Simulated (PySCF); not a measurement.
Job file and geometry (Å, from GFN2-xTB) of an NMR shielding run on `CNBPBC(=C)C`, C4H12B2NP, GIAO PBE0/pcSseg-1 NMR shielding, non-relativistic, gas phase (PySCF 2.14.0, density-fitted response routines); density fitting, a coarse starting grid and PySCF grid level 2 are the driver's defaults:

```
$ OMP_NUM_THREADS=1 python probes_run.py task.json out

{"job": {"kind": "nmr", "xc": "PBE0", "basis": "pcSseg-1"}, "charge": 0, "multiplicity": 1}
C     -2.933563     1.486501    -0.801920
C     -2.296356     0.318724    -0.677892
C     -3.077973    -0.904581    -0.281959
B     -0.759159     0.224175    -0.905520
P      0.224032    -1.293241    -0.650921
B      1.844630    -0.915640     0.211965
N      2.631633     0.122493    -0.245331
C      3.919009     0.544321     0.253948
H     -2.413766     2.388563    -1.079012
H     -3.995162     1.590672    -0.627983
H     -2.892409    -1.712010    -0.989254
H     -4.146999    -0.702753    -0.246400
H     -2.757946    -1.248798     0.701852
H     -0.194678     1.153785    -1.358156
H     -0.461690    -2.104655     0.224690
H      2.214426    -1.582979     1.101219
H      2.320088     0.688163    -1.023442
H      3.886690     1.587506     0.580098
H      4.196752    -0.079461     1.100536
H      4.687292     0.449893    -0.518643
```

**Question.** What does the program print?

**Answer.** 
```
coarse grid: 16648 points
cycle   1  E = -604.8665868011  dE =  7.575e-01  |g| = 4.236e-01  |ddm| = 3.835e+00
cycle   2  E = -604.8625109772  dE =  4.076e-03  |g| = 4.572e-01  |ddm| = 8.818e-01
cycle   3  E = -604.9171846162  dE = -5.467e-02  |g| = 9.086e-02  |ddm| = 5.039e-01
cycle   4  E = -604.9190595445  dE = -1.875e-03  |g| = 3.186e-02  |ddm| = 9.824e-02
cycle   5  E = -604.9192867027  dE = -2.272e-04  |g| = 1.002e-02  |ddm| = 3.097e-02
cycle   6  E = -604.9193145026  dE = -2.780e-05  |g| = 3.702e-03  |ddm| = 1.409e-02
cycle   7  E = -604.9193177332  dE = -3.231e-06  |g| = 9.796e-04  |ddm| = 3.482e-03
final grid: 154632 points
cycle   8  E = -604.9625869622  dE = -4.939e-05  |g| = 9.435e-03  |ddm| = 3.423e-02
cycle   9  E = -604.9625743207  dE =  1.264e-05  |g| = 1.166e-02  |ddm| = 1.912e-02
cycle  10  E = -604.9626108699  dE = -3.655e-05  |g| = 1.528e-03  |ddm| = 1.166e-02
cycle  11  E = -604.9626114521  dE = -5.822e-07  |g| = 3.262e-04  |ddm| = 1.485e-03
cycle  12  E = -604.9626114760  dE = -2.384e-08  |g| = 1.189e-04  |ddm| = 4.065e-04
cycle  13  E = -604.9626114798  dE = -3.859e-09  |g| = 4.603e-05  |ddm| = 1.651e-04
cycle  14  E = -604.9626114803  dE = -5.061e-10  |g| = 1.222e-05  |ddm| = 4.294e-05
converged SCF energy = -604.9626114803

GIAO shielding tensors (ppm)
atom      isotropic    diamagn.    paramagn.     s11        s22        s33       span
  0 C       41.297     253.101    -211.803    -60.039     48.170    135.761    195.800
  1 C       28.544     260.752    -232.208    -92.270     -5.485    183.386    275.656
  2 C      159.492     247.560     -88.068    144.389    152.007    182.079     37.691
  3 B       31.902     198.861    -166.959    -49.082     23.606    121.183    170.265
  4 P      433.837     974.855    -541.018    285.394    474.675    541.442    256.048
  5 B       62.849     200.742    -137.893     22.472     53.358    112.717     90.245
  6 N      137.210     326.834    -189.624     25.081    169.288    217.260    192.179
  7 C      146.880     239.159     -92.279    126.581    128.190    185.870     59.290
  8 H       25.814      32.943      -7.129     23.147     24.542     29.752      6.605
  9 H       25.390      30.324      -4.934     22.334     24.840     28.997      6.663
 10 H       29.658      29.699      -0.040     25.474     29.910     33.591      8.118
 11 H       29.852      29.177       0.676     26.015     28.850     34.692      8.677
 12 H       29.344      31.562      -2.219     25.296     29.406     33.329      8.033
 13 H       24.483      35.874     -11.391     18.464     25.621     29.365     10.901
 14 H       28.345      35.549      -7.204     23.228     28.171     33.637     10.408
 15 H       26.326      32.630      -6.304     24.564     25.331     29.082      4.518
 16 H       27.084      37.525     -10.441     19.624     30.240     31.389     11.765
 17 H       28.499      27.427       1.073     23.856     26.802     34.840     10.984
 18 H       28.502      26.662       1.840     25.193     27.413     32.899      7.707
 19 H       28.450      24.522       3.929     23.890     26.486     34.975     11.084
```

Size and cost of the density-fitted run: 203 basis functions, 80 s wall time on 1 thread of an Arm Neoverse N1, shared host; peak memory 0.9 GiB.
